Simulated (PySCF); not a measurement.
CH$_{5}$BBrNO (SMILES COB(N)Br), singlet, at a GFN2-xTB geometry; HF/6-31G, polarisability in PySCF.

Here is a job for PySCF.
```python
from pyscf import gto, scf
from pyscf.prop import polarizability

mol = gto.M(
    atom='''
B     0.58116533    0.03487917   -0.02989389
Br   -1.22089875    0.26283943    0.50942513
O     0.74665930   -0.75639351   -1.10304306
C     1.98271323   -1.07642360   -1.69045097
H     2.63059646   -1.59465800   -0.97743952
H     1.77803169   -1.73288851   -2.53590626
H     2.49043622   -0.17496984   -2.04584284
N     1.58536764    0.68020152    0.69586879
H     1.39467106    1.26162322    1.49347544
H     2.56476696    0.61539617    0.48127170
''',
    basis='6-31g',
    verbose=4,
)

mf = scf.RHF(mol)
mf.kernel()
alpha = mf.Polarizability().polarizability()[2, 2]
print('alpha_zz =', alpha)
```

Task: Write the output that PySCF gives for this input, abridged.

Result: 
```
site-packages/pyscf/prop/efg/rhf.py:45: UserWarning: Module EFG is under testing
  warnings.warn('Module EFG is under testing')
site-packages/pyscf/prop/efg/dhf.py:30: UserWarning: Module EFG is under testing
  warnings.warn('Module EFG is under testing')
site-packages/pyscf/prop/zfs/uhf.py:40: UserWarning: Module ZFS is under testing
  warnings.warn('Module ZFS is under testing')
site-packages/pyscf/prop/gtensor/uhf.py:43: UserWarning: Module g-tensor is under testing
  warnings.warn('Module g-tensor is under testing')
site-packages/pyscf/prop/gtensor/uks.py:41: UserWarning: Module g-tensor is under testing
  warnings.warn('Module g-tensor is under testing')
site-packages/pyscf/prop/hfc/uks.py:35: UserWarning: Module HFC is under testing
  warnings.warn('Module HFC is under testing')
site-packages/pyscf/prop/magnetizability/rhf.py:39: UserWarning: Module magnetizability is under testing
  warnings.warn('Module magnetizability is under testing')
site-packages/pyscf/prop/magnetizability/uhf.py:37: UserWarning: Module magnetizability is under testing
  warnings.warn('Module magnetizability is under testing')
site-packages/pyscf/prop/magnetizability/rks.py:37: UserWarning: Module magnetizability is under testing
  warnings.warn('Module magnetizability is under testing')
site-packages/pyscf/prop/magnetizability/uks.py:39: UserWarning: Module magnetizability is under testing
  warnings.warn('Module magnetizability is under testing')
site-packages/pyscf/prop/polarizability/uhf.py:34: UserWarning: Module polarizability is under testing
  warnings.warn('Module polarizability is under testing')
site-packages/pyscf/prop/polarizability/rks.py:29: UserWarning: Module polarizability is under testing
  warnings.warn('Module polarizability is under testing')
site-packages/pyscf/prop/polarizability/uks.py:29: UserWarning: Module polarizability is under testing
  warnings.warn('Module polarizability is under testing')
PySCF version 2.14.0

[INPUT] verbose = 4
[INPUT] num. atoms = 10
[INPUT] num. electrons = 66
[INPUT] charge = 0
[INPUT] spin (= nelec alpha-beta = 2S) = 0
[INPUT] symmetry False subgroup None
[INPUT] Mole.unit = angstrom
[INPUT] Symbol           X                Y                Z      unit          X                Y                Z       unit  Magmom
[INPUT]  1 B      0.581165330000   0.034879170000  -0.029893890000 AA    1.098243306792   0.065912078752  -0.056491264898 Bohr   0.0
[INPUT]  2 Br    -1.220898750000   0.262839430000   0.509425130000 AA   -2.307164263324   0.496694537437   0.962673976671 Bohr   0.0
[INPUT]  3 O      0.746659300000  -0.756393510000  -1.103043060000 AA    1.410981585359  -1.429376576298  -2.084449287002 Bohr   0.0
[INPUT]  4 C      1.982713230000  -1.076423600000  -1.690450970000 AA    3.746784988252  -2.034145798018  -3.194489360305 Bohr   0.0
[INPUT]  5 H      2.630596460000  -1.594658000000  -0.977439520000 AA    4.971106853650  -3.013466882347  -1.847092996126 Bohr   0.0
[INPUT]  6 H      1.778031690000  -1.732888510000  -2.535906260000 AA    3.359992934898  -3.274684688306  -4.792168308970 Bohr   0.0
[INPUT]  7 H      2.490436220000  -0.174969840000  -2.045842840000 AA    4.706242386497  -0.330645077659  -3.866082661502 Bohr   0.0
[INPUT]  8 N      1.585367640000   0.680201520000   0.695868790000 AA    2.995910646348   1.285394582313   1.315001431732 Bohr   0.0
[INPUT]  9 H      1.394671060000   1.261623220000   1.493475440000 AA    2.635546337257   2.384122358192   2.822259555364 Bohr   0.0
[INPUT] 10 H      2.564766960000   0.615396170000   0.481271700000 AA    4.846707127733   1.162930219406   0.909471704504 Bohr   0.0

nuclear repulsion = 309.599724676226
number of shells = 41
number of NR pGTOs = 198
number of NR cGTOs = 73
basis = 6-31g
ecp = {}

******** <class 'pyscf.scf.hf.RHF'> ********
method = RHF
initial guess = minao
damping factor = 0
level_shift factor = 0
DIIS = <class 'pyscf.scf.diis.CDIIS'>
diis_start_cycle = 1
diis_space = 8
diis_damp = 0
SCF conv_tol = 1e-09
SCF conv_tol_grad = None
SCF max_cycles = 50
direct_scf = True
direct_scf_tol = 1e-13
Set gradient conv threshold to 3.16228e-05
Initial guess from minao.
init E= -2766.71509567875
  HOMO = -0.318787114176692  LUMO = 0.127927768139847  gap/eV = 12.15573
cycle= 1 E= -2766.78868396585  delta_E= -0.0736  |g|= 0.527  |ddm|= 2.86
  HOMO = -0.372941639217158  LUMO = 0.175549565855809  gap/eV = 14.92521
cycle= 2 E= -2766.85229115062  delta_E= -0.0636  |g|= 0.267  |ddm|= 0.856
  HOMO = -0.392596567527183  LUMO = 0.193243059786375  gap/eV = 15.94151
cycle= 3 E= -2766.86514482085  delta_E= -0.0129  |g|= 0.0511  |ddm|= 0.221
  HOMO = -0.396013831886915  LUMO = 0.199740526155929  gap/eV = 16.21130
cycle= 4 E= -2766.86589440713  delta_E= -0.00075  |g|= 0.0145  |ddm|= 0.0839
  HOMO = -0.394850792015612  LUMO = 0.199810447484967  gap/eV = 16.18156
cycle= 5 E= -2766.8659532295  delta_E= -5.88e-05  |g|= 0.00304  |ddm|= 0.027
  HOMO = -0.395025720761736  LUMO = 0.199589576688131  gap/eV = 16.18031
cycle= 6 E= -2766.86595720723  delta_E= -3.98e-06  |g|= 0.000868  |ddm|= 0.00864
  HOMO = -0.395096807788106  LUMO = 0.199679560858761  gap/eV = 16.18469
cycle= 7 E= -2766.86595768921  delta_E= -4.82e-07  |g|= 0.000244  |ddm|= 0.00324
  HOMO = -0.395125060310536  LUMO = 0.199680020217326  gap/eV = 16.18547
cycle= 8 E= -2766.86595772591  delta_E= -3.67e-08  |g|= 8.47e-05  |ddm|= 0.000832
  HOMO = -0.395129138305109  LUMO = 0.199690356027609  gap/eV = 16.18586
cycle= 9 E= -2766.86595772885  delta_E= -2.94e-09  |g|= 1.49e-05  |ddm|= 0.000195
  HOMO = -0.395128443055998  LUMO = 0.199689514901342  gap/eV = 16.18582
cycle= 10 E= -2766.86595772899  delta_E= -1.36e-10  |g|= 3.1e-06  |ddm|= 3.7e-05
  HOMO = -0.395128982876818  LUMO = 0.199689271076608  gap/eV = 16.18583
Extra cycle  E= -2766.86595772897  delta_E= 1.82e-11  |g|= 1.22e-06  |ddm|= 6.03e-06
converged SCF energy = -2766.86595772897
Isotropic polarizability 39.4665017153
Polarizability anisotropy 18.9811653554
alpha_zz = 35.99905586207371
```
